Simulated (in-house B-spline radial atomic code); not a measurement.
Ionising the ruthenium ion Ru⁸⁺ with different functionals

Computed with a B-spline radial code for spherical atoms: non-relativistic Hamiltonian, point nucleus, spin-polarised at highest spin, spherical fractional occupations for the functionals, and exact exchange of hybrids averaged over the configuration. The ionisation energy is the difference of two self-consistent energies, [Ar] 3d10 4s2 4p6 → [Ar] 3d10 4s2 4p5, without Breit or QED terms; ε is the level of the shell that loses the electron (its least bound occupied spin orbital). There is no spin-orbit coupling in this Hamiltonian.

```csv
method,rung,ΔSCF (eV),-ε(4p) (eV)
PBE0,global hybrid,178.56,171.09
B3LYP,global hybrid,178.51,170.47
TPSSh,global hybrid,178.69,169.64
M06-2X,global hybrid,178.33,173.70
BHandHLYP,global hybrid,178.47,173.71
r2SCAN0,global hybrid,179.06,171.70
B97-1,global hybrid,178.52,170.61
HSE06,range-separated hybrid,178.48,170.60
wB97X,range-separated hybrid,178.33,173.51
CAM-B3LYP,range-separated hybrid,178.44,172.44
LC-wPBE,range-separated hybrid,178.45,173.71
```

Problem. Among the functionals, which spreads more, the ΔSCF values or the orbital energies?

Solution. The orbital energies: ΔSCF values span about 0.73 eV and the orbital energies 4.07 eV; here energy differences depend much less on the functional than eigenvalues do.

Problem. How do they compare with the NIST value?

Solution. NIST lists 178.41 eV ± 0.05 (semi-empirical, ground level to ground level). Errors run from -0.08 to +0.65 eV; CAM-B3LYP is closest (+0.03 eV), though others lie within the uncertainty of it, and part of that can be cancellation, since the calculations leave out relativity, Breit-QED terms, multiplet and fine-structure energies.
